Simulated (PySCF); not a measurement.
N²⁺: excitation energy

N²⁺ [He] 2s2 2p1 (2P) → N²⁺ [He] 2s1 2p1 3s1 (4P), as a difference of total energies. Computed with PySCF 2.14 in aug-cc-pCVTZ-DK with one added diffuse shell each of s, p, d, f type (8s7p5d3f, 75 functions), with scalar relativity by spin-free X2C-1e. Correlated levels: valence: 1s2 frozen; valence and next inner shell: nothing frozen. The calculations carry no spin-orbit coupling.

```
                                method  excitation energy (cm⁻¹)
                                   UHF                    271640
                                   LDA                    281190
                                   PBE                    281160
                                  PBE0                    281310
                                r2SCAN                    280140
                                  BLYP                    284790
                                  BP86                    282910
                                  PW91                    281670
                               wB97X-V                    284600
                         MP2 (valence)                    282510
                     SCS-MP2 (valence)                    285640
    MP2 (valence and next inner shell)                    282870
SCS-MP2 (valence and next inner shell)                    285920
```

The promoted electron is Rydberg-like, and one or two diffuse shells describe it only roughly, which tends to raise the upper state.
